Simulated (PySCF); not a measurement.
**Electronic absorption of C6H6N4**

Compound: C₆H₆N₄.
Atom-mapped SMILES: `[CH2:1]=[CH:2][c:3]1[n:4][n:5]([CH3:6])[n:7][c:8]1[C:9]#[N:10]` (hydrogens: H11, H12 on C1; H13 on C2; H14, H15, H16 on C6)

The calculation used TDDFT B3LYP/def2-SVPD, vertical, gas phase, core orbitals frozen in the response in PySCF. The structure is a single GFN2-xTB conformer in the gas phase; no vibrational or solvent corrections. Torsions of this conformer, `[CH2:1]=[CH:2][c:3]1[n:4][n:5]([CH3:6])[n:7][c:8]1[C:9]#[N:10]`: C1–C2–C3–N4 0°.

What does the calculation give for the low-lying excited states?

| state | E (eV) | λ (nm) | ν̃ (cm⁻¹) | f | main configurations (H = HOMO, L = LUMO) |
| --- | --- | --- | --- | --- | --- |
| S1 | 5.03 | 246.7 | 40530 | 0.089 | H→L+1 (72%), H→L (20%) |
| S2 | 5.23 | 236.9 | 42210 | 0.402 | H→L (75%), H→L+1 (22%) |
| S3 | 5.87 | 211.2 | 47360 | 0.0002 | H-2→L (50%), H-2→L+1 (48%) |
| S4 | 6.10 | 203.4 | 49170 | 0.0032 | H-2→L+1 (49%), H-2→L (48%) |
| S5 | 6.12 | 202.7 | 49340 | 0.049 | H-1→L (89%) |
| S6 | 6.27 | 197.7 | 50580 | 0.0003 | H→L+2 (72%), H→L+3 (18%) |
| S7 | 6.47 | 191.8 | 52140 | 0.214 | H-1→L+1 (76%), H-3→L+1 (10%) |
| S8 | 6.49 | 191.2 | 52310 | 0.032 | H-3→L+1 (62%), H-3→L (20%), H-1→L+1 (11%) |

Triplets, Tamm–Dancoff:

```json
{"state": "T1", "E (eV)": "3.41", "λ (nm)": "363.9", "main configurations (H = HOMO, L = LUMO)": "H→L (91%)"}
{"state": "T2", "E (eV)": "4.10", "λ (nm)": "302.4", "main configurations (H = HOMO, L = LUMO)": "H→L+1 (90%)"}
{"state": "T3", "E (eV)": "4.75", "λ (nm)": "260.9", "main configurations (H = HOMO, L = LUMO)": "H-1→L+1 (79%)"}
```

The lowest singlet comes at 247 nm (485 kJ/mol) in the ultraviolet; it is of moderate strength; its leading configuration is HOMO→LUMO+1 (72%). The strongest level in the table is S2 at 5.23 eV (237 nm, f = 0.402). Löwdin shares by element: HOMO carbon 52% or more, nitrogen 12% or more (atoms not listed hold the other 36%); LUMO carbon 56% or more, nitrogen 16% or more (atoms not listed hold the other 28%). The oscillator strengths of these states sum to 0.789; summed over the whole spectrum of an exact calculation they would give the number of electrons, 70 (Thomas–Reiche–Kuhn). Of the 8 states listed, 5 reach f = 0.01 and 2 stay under 0.0005. Weighted by f, the mean energy of these states is 5.65 eV. No computed singlet lies in the visible range (380 to 750 nm); the lowest, at 247 nm, stands 1.76 eV above its violet end (3.26 eV). The window holds the lowest 8 singlets.

On one thread, Arm Neoverse V2 (aarch64), no GPU, shared host with 96 logical CPUs at a one-minute load of 31, this took 57 s (grids of density and orbitals included) and 0.97 GiB of memory at its peak.
